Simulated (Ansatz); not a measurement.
Breaking the C1–I2 bond in CH3I (SMILES CI) (multiplicity 1 held, fragments rigid). Energies count from the point at 2.156 Å.
Geometry at that point (charge 0, multiplicity 1):
```tsv
atom	x (Å)	y (Å)	z (Å)
C	-1.8269	-0.0363	-0.0411
I	0.3286	0.0065	0.0074
H	-2.1203	-0.8439	-0.7016
H	-2.1705	-0.2081	0.9724
H	-2.1618	0.9240	-0.4159
```

U- levels take the lowest unrestricted solution at each point, which mixes spins at long bonds. Active spaces are followed from a long bond inwards. Curves can end on different states.

Frozen-core correlation. Filled d and f shells under p-block atoms count as core.

The values were computed with Ansatz (a quantum-chemistry and plane-wave program) with Gaussian orbitals. Values without a source in brackets are computed. In def2 rows elements past Kr take small-core potentials, without spin–orbit coupling.

Q: What is the computed energy at R = 6.901 Å (U-PBE/def2-TZVPP)?

A: 72.2 kcal/mol

Q: What energy at R = 6.901 Å does FIC-MRCISD+Q on CASSCF(6,4)/def2-TZVPP give?

A: 66.3 kcal/mol

Q: What energy at R = 6.901 Å does CASSCF(6,4)/def2-TZVPP give?

A: 55.1 kcal/mol

Doubts at one or more of the structures used: a spin-contaminated determinant (U-PBE/def2-TZVPP); active orbitals that take no part (CASSCF(6,4)/def2-TZVPP, FIC-MRCISD+Q on CASSCF(6,4)/def2-TZVPP).
